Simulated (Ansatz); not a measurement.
Diatomic IrC, multiplicity 2 (the spin of the measured ground state). No spin–orbit coupling.

The constants come from a fifth-degree fit in 1/R (seven points, main isotopes). Runs in def2 and cc sets follow the lowest solution found near the PBE0 minimum.

Run with Ansatz (Gaussian orbitals). Each number belongs to the level named beside it. In def2 rows elements past Kr take small-core potentials, without spin–orbit coupling.

### Question
What bond length and harmonic frequency does SVWN5/def2-TZVPP give, and what D_e (from each atom's lowest state at the same level)?

### Answer
r_e = 1.632 Å, ω_e = 1177 cm⁻¹, D_e = 8.98 eV.

### Question
What bond length and harmonic frequency does B97M-V/def2-TZVPP give, and what D_e (from each atom's lowest state at the same level)?

### Answer
r_e = 1.634 Å, ω_e = 1162 cm⁻¹, D_e = 6.52 eV.

### Question
What bond length and harmonic frequency does wB97M-V/def2-TZVPP give, and what D_e (from each atom's lowest state at the same level)?

### Answer
r_e = 1.621 Å, ω_e = 1204 cm⁻¹, D_e = 6.48 eV.

Measured for the ground state: r_e 1.683 Å, ω_e 1060.1 cm-1, ω_e x_e 4.53 cm-1, B_e 0.5268 cm-1, α_e 0.0032 cm-1 [Huber and Herzberg (1979), NIST Chemistry WebBook]. dipole 1.6 D [compilation of Liu, Meijer and Pérez-Ríos].

Ansatz is a first-principles code.
